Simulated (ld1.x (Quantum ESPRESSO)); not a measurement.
# Reading a pseudo-wave (tellurium)

Columns: radius, all-electron u(r) and pseudo u(r) of the 5s shell (level -15.25 eV) of tellurium in the configuration [Kr] 4d10 5s2 5p4; BP86, scalar-relativistic, TM scheme, ld1.x (Quantum ESPRESSO) 7.5.

| r (bohr) | all-electron | pseudo |
| --- | --- | --- |
| 0.098 | -0.1516 | 0.0167 |
| 0.195 | 0.2118 | 0.0342 |
| 0.292 | 0.2043 | 0.0538 |
| 0.390 | -0.0650 | 0.0769 |
| 0.488 | -0.3029 | 0.1045 |
| 0.585 | -0.3992 | 0.1378 |
| 0.682 | -0.3630 | 0.1783 |
| 0.780 | -0.2366 | 0.2278 |
| 0.878 | -0.0659 | 0.2867 |
| 0.975 | 0.1131 | 0.3538 |
| 1.072 | 0.2813 | 0.4280 |
| 1.170 | 0.4293 | 0.5069 |
| 1.268 | 0.5506 | 0.5847 |
| 1.365 | 0.6440 | 0.6553 |
| 1.463 | 0.7130 | 0.7149 |
| 1.560 | 0.7593 | 0.7586 |
| 1.658 | 0.7868 | 0.7863 |
| 1.755 | 0.7982 | 0.7981 |
| 1.852 | 0.7967 | 0.7967 |
| 1.950 | 0.7848 | 0.7848 |
| 2.047 | 0.7650 | 0.7650 |
| 2.145 | 0.7389 | 0.7389 |
| 2.242 | 0.7087 | 0.7087 |
| 2.340 | 0.6751 | 0.6751 |
| 2.438 | 0.6396 | 0.6396 |
| 2.535 | 0.6035 | 0.6035 |

Question: How many radial nodes do the two functions have?

Answer: The all-electron 5s function has n − l − 1 = 4 (the table is too coarse to show those close to the nucleus); the pseudo-wave has 0, since the states of the same l below it are removed with the core.

Question: At about which radius was the pseudo-wave matched?

Answer: 1.95 bohr. The columns agree to 0.0005 from 1.75 bohr on; several derivatives are matched, so the curves merge somewhat inside the radius.

Question: Where does each function peak?

Answer: Outermost all-electron maximum near 1.75 bohr, pseudo maximum near 1.75 bohr (to the table’s step).

Question: Is the pseudo-wave norm-conserving?

Answer: Yes: the TM scheme keeps the norm inside the radius equal to the all-electron one, which fixes the energy derivative of the logarithmic derivative at the level.
